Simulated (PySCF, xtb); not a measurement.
C₅H₄F₂O, SMILES C(O/C(=C\F)F)=C=C.

GFN2-xTB in xtb at its own geometry gives an orbital gap of 4.18 eV and a dipole moment of 2.37 D.

Geometry: B3LYP-D3(BJ)/def2-SVP. The structure was generated by enumeration; whether it is a known compound was not checked. The values are those of a single conformer.

What does ωB97X/def2-TZVP (PySCF) give? (An estimate is asked for; the answer gives what the named calculation found.)

gap 10.96 eV (levels -9.41 and 1.55 eV), dipole 1.57 D.
